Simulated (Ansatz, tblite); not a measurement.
Spin states of Rb₂F₂ (the lowest singlet isomer of a short search), each relaxed with PBE0-D4/def2-TZVP in Ansatz. Electronic energies in the gas phase.

In the def2 sets Rb takes a core potential; there is no spin–orbit coupling. The xTB rows come from tblite. LC-ωPBE has ω = 0.4 bohr⁻¹. Correlated methods freeze 2 core orbitals; core or outer-core shells of Rb are correlated, in sets that lack core-valence functions. In CCSD on the charge 0 triplet the largest single amplitude is 0.19, so its Hartree–Fock determinant may place the open shell otherwise than the density functionals do. In the quintet geometry the species has come apart into loosely held pieces. The structure comes from a short search, and lower isomers may exist.

Singlet geometry (D2h within 0.1 Å):

```xyz
4

Rb   -1.0778    0.5737    1.4520
Rb    1.0778   -0.5749   -1.4515
F    -1.3757   -0.3969   -0.8643
F     1.3757    0.3981    0.8638
```

Triplet geometry (C2v within 0.1 Å):

```xyz
4

Rb   -0.056   -1.936    0.847
Rb    0.280    1.920   -0.838
F    -0.094   -0.671   -1.554
F    -0.129    0.686    1.544
```

Quintet geometry (D2h within 0.1 Å):

```xyz
4

Rb    0.433   -1.431   -2.350
Rb   -0.434    1.426    2.352
F     3.033   -0.637    0.946
F    -3.031    0.643   -0.949
```

⟨S²⟩: triplet 2.01 at PBE0-D4/def2-TZVP (pure 2.00), quintet 6.00 at PBE0-D4/def2-TZVP (pure 6.00).

Run but left out: HF/STO-3G (triplet: ⟨S²⟩ 2.48, where a pure state has 2.00).

Only these spin states were relaxed. The quintet has fallen apart into loose fragments. The quintet has other bonds than the singlet, so the gap mixes isomer and spin.

| level | triplet − singlet (kJ/mol) | quintet − singlet (kJ/mol) | lowest of these |
| --- | --- | --- | --- |
| GFN1-xTB | 208.6 | 1066.6 | singlet |
| GFN2-xTB | 390.7 | 1234.5 | singlet |
| HF/def2-TZVP | 444.9 | 764.6 | singlet |
| HF/def2-TZVPP | 445.9 | 766.3 | singlet |
| PBE-D4/def2-TZVP | 457.1 | 1117.0 | singlet |
| BLYP-D4/def2-TZVP | 450.8 | 1098.1 | singlet |
| r2SCAN-D4/def2-TZVP | 494.0 | 1120.3 | singlet |
| PBE0-D4/def2-TZVP | 520.1 | 1070.5 | singlet |
| r2SCAN0-D4/def2-TZVP | 544.1 | 1071.4 | singlet |
| CAM-B3LYP-D4/def2-TZVP | 570.7 | 1120.9 | singlet |
| LC-ωPBE/def2-TZVP | 624.1 | 1161.8 | singlet |
| PBE-QIDH/def2-TZVP | 605.7 | 1094.7 | singlet |
| RPA@PBE/def2-TZVP | 365.5 | 994.9 | singlet |
| MP2/def2-TZVP | 636.6 | 1147.7 | singlet |
| MP2/def2-TZVPP | 639.6 | 1154.0 | singlet |
| CCSD/def2-TZVPP | 597.9 | 1071.2 | singlet |
| CCSD(T)/def2-TZVPP | 605.8 | 1089.8 | singlet |

Change of the quintet − singlet gap on mixing in exact exchange, in kJ/mol: PBE to PBE0 (25 % exact exchange) -46.5; r2SCAN to r2SCAN0 (25 % exact exchange) -48.9.

The xTB methods have no spin-polarisation term.
